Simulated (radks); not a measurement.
Results of a calculation; reference values are marked as such.
Q: These are the eigenvalues of the occupied orbitals of an atom or ion with whole-number occupations (eV). Level of theory: scalar-relativistic Kohn-Sham, OLYP, spin-polarised, spherical densities, finite nucleus; Fermi nuclear charge, rms radius of each element as measured or else 0.836 A^(1/3) + 0.57 fm (a radial shooting solver on a logarithmic mesh with Libxc functionals).

1s: -42847.88
2s: -7746.046
2p: -7043.248
3s: -2410.200
3p: -2186.828
3d: -1880.539
4s: -1111.992

Which element is it, and in what charge state? The configuration may be excited. Open shells, if any, are filled with parallel spins first.

A: Z = 59, praseodymium, charge +29: Pr29+ in [Ar] 3d10 4s2. The list shows which subshells hold electrons but not how many an open one holds; the 1s level, -1574.6 hartree, gives Z - s = 56.1 by -(Z - s)^2/2, which with screening and relativity narrows Z to a few neighbours, and the depths of the outer levels then fix element, charge and occupations together.
